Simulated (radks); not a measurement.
Problem. All-electron calculation, non-relativistic Kohn-Sham, LDA (Slater exchange, Perdew-Wang correlation), spin-polarised, spherical densities, point nucleus; open shells are filled with parallel spins first (spin-orbit coupling, left out, can overturn this in heavy ions). Program: a radial shooting solver on a logarithmic mesh with Libxc functionals. Response by self-consistent Sternheimer equations with the Hartree and adiabatic LDA kernel. For heavy and open-shell atoms this level of theory can miss by tens of per cent. Estimate the static dipole polarisabilities of Be ([He] 2s2) and Tc+ ([Kr] 4d5 5s1) and the C6 coefficients of the three pairs.

Solution. alpha = 43.80 and 35.88 bohr^3; C6 = 263.9 (Be-Be), 251.9 (Be-Tc+), 260.7 (Tc+-Tc+) hartree bohr^6.
